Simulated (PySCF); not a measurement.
Se(SH)(SeH) (H2SSe2), SMILES S[Se][SeH]. Heavy atoms are numbered as in [Se:1]([SH:2])[SeH:4]. Hydrogens are named by the atom that carries them.

The structure is a stationary point at r2SCAN-D4/def2-SVP. Other conformers were not sampled.

The numbers are results of PBE0/pcSseg-1 (PySCF), not measurements.

GIAO shieldings, no solvent; atoms alike by connectivity are averaged. δ = σ(ref) − σ: ⁷⁷Se against Me2Se (σ = 1740.1 ppm); ³³S against H2S (σ = 716.7 ppm); ¹H against TMS (σ = 31.56 ppm), references at their B3LYP-D3(BJ)/def2-TZVP geometries, non-relativistic.

### Question
Estimate the chemical shifts. (The exact figures need the calculation; the answer reports its results.)

### Answer

```json
[
 {"nucleus": "⁷⁷Se", "atoms": "Se1", "count": "1", "δ (ppm)": "659.5"},
 {"nucleus": "⁷⁷Se", "atoms": "Se4 (SeH)", "count": "1", "δ (ppm)": "258.6"},
 {"nucleus": "³³S", "atoms": "S2 (SH)", "count": "1", "δ (ppm)": "231.0"},
 {"nucleus": "¹H", "atoms": "H on Se4", "count": "1", "δ (ppm)": "4.65"},
 {"nucleus": "¹H", "atoms": "H on S2", "count": "1", "δ (ppm)": "4.27"}
]
```
